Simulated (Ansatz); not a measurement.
This geometry of BFH2 + H2Se (7 atoms, charge 0, multiplicity 1) is a first-order saddle point.

Theory: RKS B3LYP-D4/def2-SVP (Ansatz 0.2.0).

```xyz
7
Properties=species:S:1:pos:R:3
B -0.505 -0.564 0.175
F 0.755 -1.064 -0.649
H -1.506 -0.898 -0.401
H -0.332 -0.773 1.344
H 0.868 0.073 -0.891
Se -0.097 1.467 -0.351
H 0.816 1.759 0.773
```

Q: Which two structures does it join? (They come from a converged band through this point; their orientation in space is the band's.)

A: Bonds broken: B1–F2, H5–Se6. Bonds formed: F2–H5. BFH2 + H2Se becomes BH3Se + FH.

Initial state:

```xyz
7
Properties=species:S:1:pos:R:3
B -0.501 -1.019 0.289
F 0.691 -1.561 0.003
H -1.363 -1.080 -0.557
H -0.746 -0.786 1.451
H 0.718 1.280 -1.485
Se -0.026 1.555 -0.240
H 1.227 1.612 0.538
```

Final state:

```xyz
7
Properties=species:S:1:pos:R:3
B -0.776 -0.277 0.363
F 1.225 -1.217 -1.043
H -1.588 -0.808 -0.340
H -0.357 -0.738 1.384
H 1.142 -0.290 -1.130
Se -0.293 1.522 -0.170
H 0.646 1.809 0.935
```

Q: How far does it lie above each of them?

A: 1.08 eV above the first and 0.26 eV above the second. This is the barrier of this one path; another mechanism may lie lower. The orbitals stay closed-shell, which can raise the energy where a bond breaks towards radicals; this wasn't checked here.

The run took 2.1 min on 2 threads of Arm Neoverse V2, with other jobs on the host, peak memory 0.16 GiB.
